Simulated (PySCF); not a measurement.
Species: C₇H₇FO.
Z-matrix (Å and degrees, PBE0-D3(BJ)/def2-TZVP geometry), rows numbered from 1:
```
C 
O   1  1.4054
C   2  1.3543  1  117.68
C   3  1.3938  2  115.97  1   178.28
C   4  1.3810  3  120.50  2   179.92
C   5  1.3836  4  119.06  3     0.02
F   6  1.3424  5  119.17  4   179.93
C   6  1.3762  5  121.46  4    -0.06
C   3  1.3903  2  124.40  1    -1.86
H   1  1.0958  2  111.55  3    62.98
H   1  1.0957  2  111.51  3   -59.29
H   1  1.0884  2  106.28  3  -178.17
H   4  1.0830  3  118.61  2    -0.11
H   5  1.0828  4  121.23  3   179.96
H   8  1.0829  6  119.68  5  -179.94
H   9  1.0813  3  121.04  2     0.01
```

Computed with PySCF at wB97X-D/pcSseg-2, non-relativistic, on one gas-phase PBE0-D3(BJ)/def2-TZVP geometry that isn't relaxed in the solvent. The solvent is an IEF-PCM continuum (van der Waals radii × 1.2). Only the electrostatic response of the medium enters.

Gas phase at wB97X-D/pcSseg-2: HOMO -8.16 eV, LUMO 1.20 eV, dipole 2.38 D.

What does the continuum do to the energy, the frontier levels and the dipole at wB97X-D/pcSseg-2 in chloroform?

```csv
solvent,ε,E(solvent) − E(gas) (kcal/mol),polarisation term (kcal/mol),distortion of the solute (kcal/mol),HOMO (eV),LUMO (eV),dipole (D)
chloroform,4.711,-3.27,-3.61,0.34,-8.17,1.22,2.82
```

The polarisation term is half the interaction of the solute with the surface charges that it induces; the rest is the cost of distorting the solute's density. The sum is the electrostatic part of solvation alone.

Which radius a makes the point-dipole formula ΔE = −[(ε − 1)/(2ε + 1)]·μ²/a³ give the value in chloroform, with the gas-phase dipole?

μ = 0.936 au and |ΔE| = 0.00521 Eh give a = 2.07 Å; the farthest nucleus lies 3.65 Å from the centroid of the nuclei, so such a sphere wouldn't even hold the nuclei. The formula assumes a rigid point dipole at the centre of a sphere.

Note: wB97X-D ran without an empirical dispersion term, which enters the total energy and its gradient alone.
